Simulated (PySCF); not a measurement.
# How methods differ on the excitation energy of Ni

Ni [Ar] 3d8 4s2 (3F) → Ni [Ar] 3d8 4s1 4p1 (high-spin determinant), as a difference of total energies. Calculation: PySCF 2.14, in x2c-QZVPPall with one added diffuse shell each of s, p, d, f, g type (12s8p7d5f3g, 133 functions); scalar relativity by spin-free X2C-1e. Correlated levels: valence: [Ar] frozen; valence and next inner shell: [Ne] frozen. The calculations carry no spin-orbit coupling.

```json
{"method": "UHF", "excitation energy (eV)": "2.123"}
{"method": "LDA", "excitation energy (eV)": "3.716"}
{"method": "PBE", "excitation energy (eV)": "3.489"}
{"method": "PBE0", "excitation energy (eV)": "3.225"}
{"method": "r2SCAN", "excitation energy (eV)": "3.174"}
{"method": "PBEsol", "excitation energy (eV)": "3.451"}
{"method": "PW91", "excitation energy (eV)": "3.483"}
{"method": "B3LYP", "excitation energy (eV)": "3.609"}
{"method": "MP2 (valence)", "excitation energy (eV)": "3.184"}
{"method": "SCS-MP2 (valence)", "excitation energy (eV)": "3.390"}
{"method": "MP2 (valence and next inner shell)", "excitation energy (eV)": "3.275"}
{"method": "SCS-MP2 (valence and next inner shell)", "excitation energy (eV)": "3.425"}
```

Q: How much does correlation contribute at MP2 (valence and next inner shell)?

A: 3.275 − (2.123) = 1.152 eV, measured against UHF.

A first-order spin-orbit estimate (lowest level to lowest level, LS coupling) adds 0.020 eV.

The determinant of the upper state mixes LS terms, which raises its energy above the lowest term, most at the Hartree-Fock and MP2 levels.
